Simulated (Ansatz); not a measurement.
Job for Ansatz (an electronic-structure program): R-PBE0/def2-TZVPPD on CH5Cl (a complex), monomers drawn apart or pushed together. Files ending in .json are basis or fitting sets from the Basis Set Exchange.

Ansatz 0.2 input:
```yaml
crystal:
  periodic: [false, false, false]
  atoms:
    - {symbol: C, position_ang: [-0.26932197, 1.08040423, -0.42773151]}
    - {symbol: Cl, position_ang: [-0.15216577, -0.70344389, -0.26954953]}
    - {symbol: H, position_ang: [-1.19973286, 1.31737333, -0.93468570]}
    - {symbol: H, position_ang: [-0.25586036, 1.51169137, 0.56865453]}
    - {symbol: H, position_ang: [0.58093530, 1.42792704, -1.00660750]}
    - {symbol: H, position_ang: [-0.10445974, 0.37639021, 2.95041215]}
    - {symbol: H, position_ang: [-0.09739335, -0.07954314, 2.36122614]}
basis:
  gaussian:
    orbitals: def2-TZVPPD.json
hamiltonian:
  xc: {name: PBE0}
scf: {lower_state_search: off}
```

The head of its log:

```
WARN ansatz: RAYON_NUM_THREADS=1 ignored (pool sized by the plan → 1); use --threads N
Functional definition: PBE0
these checks for a lower state are left out or cut short: stability, starts, cluster_reference, orbital_swaps, neighbouring_geometries, increment
integrals: 0.06 GiB planned
803 factors; their error is unknown
mean field: 0.62 GiB planned
mean field evaluation 1: about -13632.8804 eV, gradient 3.6e1 eV
mean field evaluation 2: about -13631.7121 eV, gradient 4.0e1 eV
```

Problem. What total energy does the run end on?

Solution. -501.1057 hartree.
